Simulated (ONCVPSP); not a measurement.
Before and after: ONCV potential for magnesium (Mg)

| Quantity | Value |
| --- | --- |
| Element | magnesium (Mg) |
| Generator | ONCVPSP 4.0.1 |
| Type | optimised norm-conserving Vanderbilt (ONCV) |
| Functional | PBE |
| Relativity | scalar-relativistic |
| Frozen core | [He] |
| Valence charge | 10 |
| Reference configuration | 2s2 2p6 3s2 |
| Partial waves | 2s+3s: rc 1.45 bohr, ncon 4, nbas 8, qcut 7.2 1/bohr, 2 projectors; 2p: rc 0.80 bohr, ncon 4, nbas 7, qcut 19.8 1/bohr, 3 projectors, debl 1.1 Ha |
| Local potential | polynomial inside 0.60 bohr (lpopt 5, dvloc0 1 Ha) |
| Core correction | Teter function, fcfact 2, rcfact 1.6 |

In the p channel the program set the typed energies aside and used -1.713, 0.250, 1.350 Ha.

Change: p: qcut 13.4.

Cutoffs: the cutoffs (Ha) at which the residual kinetic energy of the hardest occupied pseudo-wave falls to 1 and 0.1 mHa per electron; they do not see the model core or the augmentation charge, which bear on the density cutoff. Errors are all-electron minus pseudo energies relative to the spin-unpolarised reference configuration.

**Question.** Predict the effect on cutoff, ghosts and configuration errors.

**Answer.** The potential gets neither clearly harder nor softer (126 Ha and 148 Ha → 90 Ha and 217 Ha); the errors of the 4 common tests hardly move; neither file shows a bound ghost.

| quantity | base | changed |
| --- | --- | --- |
| cutoff, loose | 126 Ha | 90 Ha |
| cutoff, tight | 148 Ha | 217 Ha |
| loose cutoff by channel | s 19 Ha, p 126 Ha | s 19 Ha, p 90 Ha |
| bound ghosts | none | none |
| GHOST(+) flags under 300 eV | none | p at 133.0 eV |
| error for 2s2 2p6 3s1, meV [ΔE 7.96 eV] | -0.2 | -0.3 |
| error for 2s2 2p6 3s0, meV [ΔE 22.99 eV] | -1.3 | -1.5 |
| error for 2s2 2p6 3s1.5, meV [ΔE 3.14 eV] | -0.1 | -0.1 |
| error for 2s2 2p6 3s0 3p1, meV [ΔE 12.33 eV] | -0.5 | -0.6 |
| s: phases at 1.48 bohr within 0.05 rad from the reference energy up to (Ha; the scan ends near 5) | to the end of the scan | to the end of the scan |
| p: phases at 0.81 bohr within 0.05 rad from the reference energy up to (Ha; the scan ends near 5) | to the end of the scan | 4.7 |
| rms error of d²Exc/dni dnj with the model core, mHa | 1.86 | 1.83 |
